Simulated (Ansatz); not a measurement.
Species: [Mo(Cl)2(OH)4] (charge 0, multiplicity 1), formula H4Cl2MoO4.

Q: How many basis functions does Ansatz (an electronic-structure program) with frozen-core CCSD(T)/def2-TZVPP // r2SCAN-D4/def2-SVP use, how many core orbitals are frozen, and how many electrons are correlated?

A: 320 basis functions and 14 frozen orbitals, which leaves 56 correlated electrons. Core time is of the order of hours.
